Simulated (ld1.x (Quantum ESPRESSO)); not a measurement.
# arsenic (As): ultrasoft pseudisation with PBEsol, non-relativistic reference atom.

```json
{"Element": "arsenic (As)", "Generator": "ld1.x (Quantum ESPRESSO) 7.5", "Type": "ultrasoft", "Functional": "PBEsol", "Relativity": "non-relativistic", "Frozen core": "[Ar]", "Valence charge": "15", "Reference configuration": "3d10 4s2 4p3", "Partial waves": "4s (bound): rcut 1.50, rcutus 1.75 bohr; 4s channel at 2.8 Ry: rcut 1.50, rcutus 1.75 bohr; 4p (bound): rcut 1.85, rcutus 2.15 bohr; 4p channel at 3.1 Ry: rcut 1.85, rcutus 2.15 bohr; 3d (bound): rcut 0.50, rcutus 0.55 bohr; 3d channel at -1.9 Ry: rcut 0.50, rcutus 0.55 bohr", "Local potential": "all-electron potential smoothed inside 0.90 bohr (lloc = -2)", "Core correction": "none", "Augmentation charge": "PSQ, inside the norm-conserving radii"}
```

Poles of the logarithmic derivatives, all-electron (AE) and pseudo (PS). s: poles at 0.2 (AE) and 0.2 (PS) Ry. p: poles at 1.4 (AE) and 1.4 (PS) Ry. d: poles at -3.0, 3.7 (AE) and -3.0, 3.7 (PS) Ry. Test radius 2.36 bohr.

- Cutoffs needed: over 300 Ry and over 300 Ry (the cutoffs (Ry, on a coarse ladder) from which the occupation-weighted sum of valence levels, in a spherical-Bessel basis at the reference potential, stays within 10 and 1 mRy of its value at 400 Ry)
- Ghost test: no extra level below or beside the all-electron valence levels (s, p, d, f tested) (spherical-Bessel basis up to 400 Ry, 20 bohr box)
- Largest excitation error: -574 meV (all-electron minus pseudo) for 3d9 4s2 4p4, out of 7 test configurations
- Lowest eigenvalue of the overlap operator: 0.39 (s channel)
- Density cutoff estimated by the generator: 1661 Ry
